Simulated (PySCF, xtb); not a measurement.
Si(OSiH3)(F)(Me)2 (C2H9FOSi2), SMILES [SiH3]O[Si](C)(C)F.

GFN2-xTB in xtb at its own geometry gives an orbital gap of 5.76 eV and a dipole moment of 1.71 D.

Geometry optimised at ωB97X-D3(BJ)/def2-SVP. One conformer was computed; it need not be the lowest.

Problem. What does ωB97X/def2-TZVP (PySCF) give? (The exact figures need the calculation; the answer reports its results.)

Solution. gap 13.06 eV (levels -10.90 and 2.17 eV), dipole 1.67 D.
